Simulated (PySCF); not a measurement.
Two species compared at the same levels of theory.

First species: C2H6O2Si.
Geometry (GFN2-xTB, Å), atoms numbered from 1 in this order:
```
atom  x, y, z in Å
C1    -1.0925    0.6860   -0.9571
Si2   -0.0715    0.2037    0.5640
O3    -0.7919   -1.0232    1.3421
C4     1.6544   -0.4372    0.0125
O5     2.0454   -1.5322    0.3441
H6    -2.0980    0.9706   -0.6636
H7    -1.1777   -0.1361   -1.6631
H8    -0.6513    1.5288   -1.4801
H9     0.1508    1.3259    1.4787
H10   -0.2760   -1.7832    1.6091
H11    2.3137    0.1994   -0.6125
```

Second species: CH8N2OSi2.
Atom-mapped SMILES: `[OH:1][Si@H:2]1[CH2:3][NH:4][SiH2:5][NH:6]1` (hydrogens: H7 on O1; H8 on Si2; H9, H10 on C3; H11 on N4; H12, H13 on Si5; H14 on N6)

Levels: PBE0/def2-SVPD for HOMO energy, LUMO energy, HOMO–LUMO gap and static isotropic polarisability; TDDFT PBE0/def2-SVPD for lowest singlet excitation; TDA PBE0/def2-SVPD for lowest triplet excitation (Tamm–Dancoff). Geometries: GFN2-xTB. Each structure is a single optimised conformer of the isolated species, non-relativistic unless stated; the electronic structure was computed with PySCF and density fitting.

The conformers computed, where there is a choice (atom-mapped SMILES and torsion angles):
- `[CH3:1][Si@@H:2]([OH:3])[CH:4]=[O:5]`: C1–Si2–C4–O5 -124°, H–O3–Si2–C1 132°

The conformers of `O[Si@H]1CN[SiH2]N1` aren't listed.

| property | column X | column Y |
| --- | --- | --- |
| HOMO energy | -7.10 eV | -6.63 eV |
| LUMO energy | -1.67 eV | 0.23 eV |
| HOMO–LUMO gap | 5.43 eV | 6.86 eV |
| lowest singlet excitation | 3.23 eV | 5.64 eV |
| lowest triplet excitation (Tamm–Dancoff) | 2.49 eV | 5.37 eV |
| static isotropic polarisability | 57.2 au | 77.0 au |

(1) Which column belongs to which species?

(2) How does each property change from the first species to the second?

Results:

(1) Column X is the first species and column Y the second. The first has 11 atoms and 48 electrons, the second 14 and 64.

(2) HOMO energy +0.47 eV; LUMO energy +1.90 eV; HOMO–LUMO gap +1.43 eV; lowest singlet excitation +2.41 eV; lowest triplet excitation (Tamm–Dancoff) +2.88 eV; static isotropic polarisability +19.8 au.

On the first: In wavenumbers S1 is 26000 cm⁻¹ (1 eV = 8065.54 cm⁻¹). The vertical singlet–triplet gap S1 − T1 is 0.74 eV (TDDFT singlet less Tamm–Dancoff triplet; S1: HOMO→LUMO, weight 0.98; T1: HOMO→LUMO, weight 0.98).

On the second: S1 lies 1.22 eV below the HOMO–LUMO gap; its leading configuration is HOMO→LUMO, weight 0.57, beside HOMO→LUMO+1, weight 0.40. The 8 singlets span 5.64 to 7.17 eV, and their oscillator strengths add up to 0.06.
